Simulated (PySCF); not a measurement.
Molfile (atoms numbered from 1):
```
C5H7N2P
     RDKit          3D

 15 15  0  0  0  0  0  0  0  0999 V2000
   -2.3323    0.9909    0.9280 C   0  0  0  0  0  0  0  0  0  0  0  0
   -2.0457    0.2486   -0.1316 C   0  0  0  0  0  0  0  0  0  0  0  0
   -0.7599   -0.1687   -0.4465 N   0  0  0  0  0  0  0  0  0  0  0  0
   -0.4464   -0.9269   -1.5229 C   0  0  0  0  0  0  0  0  0  0  0  0
    1.2302   -1.2690   -1.6289 P   0  0  0  0  0  0  0  0  0  0  0  0
    1.3848   -0.3109   -0.1318 C   0  0  0  0  0  0  0  0  0  0  0  0
    2.6629   -0.0476    0.5854 C   0  0  0  0  0  0  0  0  0  0  0  0
    0.2652    0.1721    0.3262 N   0  0  0  0  0  0  0  0  0  0  0  0
   -1.5567    1.3060    1.6024 H   0  0  0  0  0  0  0  0  0  0  0  0
   -3.3410    1.2940    1.1370 H   0  0  0  0  0  0  0  0  0  0  0  0
   -2.7945   -0.0893   -0.8341 H   0  0  0  0  0  0  0  0  0  0  0  0
   -1.2281   -1.2395   -2.1922 H   0  0  0  0  0  0  0  0  0  0  0  0
    3.1240   -0.9860    0.8914 H   0  0  0  0  0  0  0  0  0  0  0  0
    2.4705    0.5628    1.4641 H   0  0  0  0  0  0  0  0  0  0  0  0
    3.3625    0.4715   -0.0686 H   0  0  0  0  0  0  0  0  0  0  0  0
  1  2  2  0
  2  3  1  0
  3  4  1  0
  4  5  2  0
  5  6  1  0
  6  7  1  0
  6  8  2  0
  8  3  1  0
  1  9  1  0
  1 10  1  0
  2 11  1  0
  4 12  1  0
  7 13  1  0
  7 14  1  0
  7 15  1  0
M  END
```

PySCF 2.14.0 with density-fitted response routines calculation with GFN2-xTB structure and GIAO PBE0/pcSseg-1 shieldings; relativity neglected, one conformer, averaged over atoms made equivalent by symmetry, fast rotation or ring inversion, isolated molecule.

Chemical shifts δ = σref − σ; TMS for ¹³C (186.93 ppm), all at this level.

Do the ¹³C shifts follow the atomic charges (in e)? Tabulate both.

Answers


```json
{"atoms": "C6", "hybridisation": "sp2", "δ (ppm)": "183.1", "σ para (ppm)": "-260", "Hirshfeld": "-0.00", "IAO": "-0.08", "Mulliken": "-0.28", "ESP-fitted": "+0.38"}
{"atoms": "C4", "hybridisation": "sp2", "δ (ppm)": "167.9", "σ para (ppm)": "-239", "Hirshfeld": "-0.07", "IAO": "-0.32", "Mulliken": "-0.12", "ESP-fitted": "-0.30"}
{"atoms": "C2", "hybridisation": "sp2", "δ (ppm)": "139.1", "σ para (ppm)": "-203", "Hirshfeld": "-0.00", "IAO": "-0.05", "Mulliken": "+0.08", "ESP-fitted": "-0.23"}
{"atoms": "C1", "hybridisation": "sp2", "δ (ppm)": "110.1", "σ para (ppm)": "-179", "Hirshfeld": "-0.11", "IAO": "-0.33", "Mulliken": "-0.17", "ESP-fitted": "-0.32"}
{"atoms": "C7", "hybridisation": "sp3", "δ (ppm)": "21.4", "σ para (ppm)": "-82", "Hirshfeld": "-0.12", "IAO": "-0.43", "Mulliken": "-0.16", "ESP-fitted": "-0.51"}
```

Correlation coefficients of δ with charge over these carbons: Hirshfeld +0.73, IAO +0.69, Mulliken -0.03, ESP-fitted +0.73; with the paramagnetic shielding -1.00. Among the 4 sp2 carbons alone: Hirshfeld +0.57, IAO +0.38, Mulliken -0.38, ESP-fitted +0.70. With so few points, grouped by hybridisation, these coefficients are fragile. Charge is one influence among several: hybridisation and low-lying excitations act through the paramagnetic term.

Shifts are as computed. Against solution values, carbons near 30 ppm lie about +3 ppm off and those near 130 ppm about +5 ppm. Of 1211 compounds with measured shifts, 218 miss one by over three times the rms of a fit or turn the order of signals round; such compounds aren't used in these exercises.
